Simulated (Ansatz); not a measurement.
dilithium (Li₂), singlet, at a GFN2-xTB geometry (such geometries of metal compounds can be far from the true shape); SVWN5/pcseg-1 (Ansatz, a quantum-chemistry and plane-wave program).

Input for Ansatz:
Ansatz 0.2 input:
```yaml
crystal:
  periodic: [false, false, false]
  atoms:
    - {symbol: Li, position_ang: [-0.00000000, -0.00000000, -1.14955939]}
    - {symbol: Li, position_ang: [0.00000000, 0.00000000, 1.14955939]}
basis:
  gaussian:
    orbitals: pcseg-1.json
hamiltonian:
  xc: {name: SVWN5}
scf: {lower_state_search: off}
```
The basis file holds pcseg-1 in the JSON format of the Basis Set Exchange.

It wrote (shortened):

```
Functional definition: SVWN5
these checks for a lower state are left out or cut short: stability, starts, cluster_reference, orbital_swaps, neighbouring_geometries, increment
258 factors; integrals over basis functions are off by at most 2.8e-4 eV
mean field evaluation 1: about -399.8458 eV, gradient 5.2e0 eV
mean field evaluation 2: about -400.0018 eV, gradient 3.9e0 eV
mean field evaluation 4: about -400.2366 eV, gradient 1.1e-1 eV
mean field evaluation 8: about -400.2315 eV, gradient 1.0e-3 eV
mean field -400.23151760 eV, -14.7082369853 hartree, gradient 3.9e-7 eV, S^2 0.000000; 0 other end points of the search recorded, 0 dependent functions left out
reference -400.23154825 eV, -14.7082381114 hartree; 3, 3 occupied and 15, 15 virtual orbitals, 258 factors
Total energy: -400.23154825 eV, -14.7082381114 hartree
Checks for a lower state left out: stability, starts, cluster_reference, orbital_swaps, neighbouring_geometries, increment
```
